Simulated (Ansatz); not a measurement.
Geometry optimisation, RKS PBE/def2-SVP in Ansatz.

The input (input.yaml):

```yaml
crystal:
  periodic: [false, false, false]
  atoms:
    - { symbol: Ga, position_ang: [0.0, 0.0, 0.0] }
    - { symbol: Cl, position_ang: [0.0, 0.0, 2.59] }
    - { symbol: H, position_ang: [1.3596, 0.0, -0.785] }
    - { symbol: Cl, position_ang: [-1.9398, 0.0, -1.12] }
    - { symbol: H, position_ang: [-0.2395, -1.7584, 0.5897] }
    - { symbol: H, position_ang: [-0.2038, -1.4964, 1.5637] }
basis:
  gaussian: { orbitals: def2-SVP }
hamiltonian:
  xc: pbe
relax:
  f_tol: 0.15
  max_steps: 25
  restrain:
    - { distance: [0, 4], at: 1.57, k: 30.0 }
    - { distance: [5, 1], at: 1.37, k: 30.0 }
    - { distance: [0, 1], at: 3.44, k: 30.0 }
    - { distance: [5, 4], at: 1.86, k: 30.0 }
```

Run as:

```bash
$ ansatz run input.yaml --threads 1 --pin off --max-ram 2048MiB --backend cpu --events-out ev --progress --plain --runs-dir out
```

Task: Where does it end, and by what steps?

Result: The run converged. The restraints hold the end off the free minimum. After 8 steps the energy has fallen by 0.496 eV (the restraints' own energy left out); Ga1 moved furthest, 0.70 Å. Joined: Cl2–H6 (1.83 → 1.34 Å).

```
step  energy less start (eV)  largest force component (eV/Å)  accepted
   0                  0.0000                           1.993       yes
   1                  0.4653                           1.966       yes
   2                  0.2634                           2.228       yes
   3                 -0.1780                           1.287       yes
   4                 -0.4508                           0.629       yes
   5                 -0.4761                           0.742       yes
   6                 -0.4617                           1.212        no
   7                 -0.4897                           0.704       yes
   8                 -0.4958                           0.668       yes
```

```xyz
6
Properties=species:S:1:pos:R:3
Ga -0.038 -0.513 -0.477
Cl -0.015 -0.173 2.941
H 1.272 0.251 -0.865
Cl -1.911 0.248 -1.254
H -0.182 -1.835 0.366
H -0.149 -1.232 2.127
```

Run time: 21 s on 1 thread of Arm Neoverse V1, with other jobs on the host, peak memory 0.12 GiB.
